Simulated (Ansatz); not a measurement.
A nudged elastic band was laid between two geometries of CH₅FGeO₂ (10 atoms, charge 0, multiplicity 1).

Computed with Ansatz 0.2.0, RKS BLYP/def2-SVP.

```json
{
  "movable images": "9",
  "climbing image": "yes",
  "spring": "5.0 eV/Å²",
  "optimiser": "quadratic models (default)",
  "start path": "through a guess of the saddle point",
  "force threshold": "0.05 eV/Å",
  "iteration limit": "60",
  "end points": "relaxed"
}
```

Image 0:

```xyz
10
Properties=species:S:1:pos:R:3
O 0.335 1.627 1.167
Ge 0.310 -0.074 0.542
O -1.174 -0.930 1.124
C 0.155 -0.158 -1.447
F 0.633 -1.400 -1.883
H -0.514 2.080 0.994
H 1.623 -0.690 1.092
H -1.127 -1.119 2.082
H -0.909 -0.043 -1.751
H 0.752 0.656 -1.915
```

Image 10:

```xyz
10
Properties=species:S:1:pos:R:3
O 0.689 1.285 1.021
Ge 0.613 -0.966 0.333
O -1.125 -0.620 1.025
C 0.139 -0.257 -1.535
F -0.012 -1.430 -2.315
H -0.243 1.032 1.280
H 1.171 1.355 1.871
H -1.265 -1.132 1.847
H -0.821 0.305 -1.538
H 0.936 0.377 -1.986
```

**Question.** Which bonds break or form, and what moves?

**Answer.** Bonds broken: Ge2–H7. Bonds formed: O1–H7. CH5FGeO2 becomes CH3FGeO + H2O.

**Question.** Give the energies along the band, and the barrier.

**Answer.** The run converged. The highest image is number 6 of 0 to 10, 2.09 eV above the first end and 1.54 eV above the last; the last end lies 0.55 eV above the first. A vibrational analysis at the climbing image gives one clearly imaginary mode, 1124i cm⁻¹: a first-order saddle point. The orbitals stay closed-shell, which can raise the energy where a bond breaks towards radicals; this wasn't checked here.

```tsv
image	path coordinate (Å)	energy (eV)	Ge2–H7 (Å)	O1–H7 (Å)
0	0.00	0.00	1.55	2.65
1	0.50	0.02	1.56	2.72
2	1.00	0.03	1.56	2.80
3	1.49	0.05	1.56	2.77
4	1.99	0.26	1.56	2.52
5	2.49	1.18	1.55	2.03
6	2.99	2.09	1.64	1.49
7	3.47	1.09	1.99	1.03
8	3.94	0.71	2.50	0.98
9	4.42	0.59	2.77	0.98
10	4.89	0.55	2.84	0.98
```

**Question.** What is the geometry of the highest image?

**Answer.** 
```xyz
10
Properties=species:S:1:pos:R:3:forces:R:3
O 0.447 1.623 0.860 0.00 0.00 0.00
Ge 0.409 -0.404 0.473 0.00 0.00 0.00
O -1.239 -0.964 1.011 0.00 0.00 0.01
C 0.174 -0.300 -1.529 0.00 0.01 0.00
F 0.276 -1.558 -2.118 0.00 0.00 0.00
H -0.188 1.784 1.594 0.00 0.00 0.00
H 1.309 0.556 1.444 0.00 0.00 0.00
H -1.213 -1.299 1.929 0.00 0.00 0.00
H -0.837 0.128 -1.712 0.00 0.00 0.00
H 0.944 0.383 -1.949 0.00 0.00 0.00
```

**Question.** What are the harmonic wavenumbers there?

**Answer.** 1124i, 36, 91, 156, 186, 245, 322, 347, 458, 561, 639, 702, 726, 863, 919, 1024, 1185, 1228, 1406, 1765, 2935, 3007, 3596, 3678 cm⁻¹.

Run time: 4.5 min on 2 threads of Arm Neoverse V1 (shared host), peak memory 0.16 GiB.
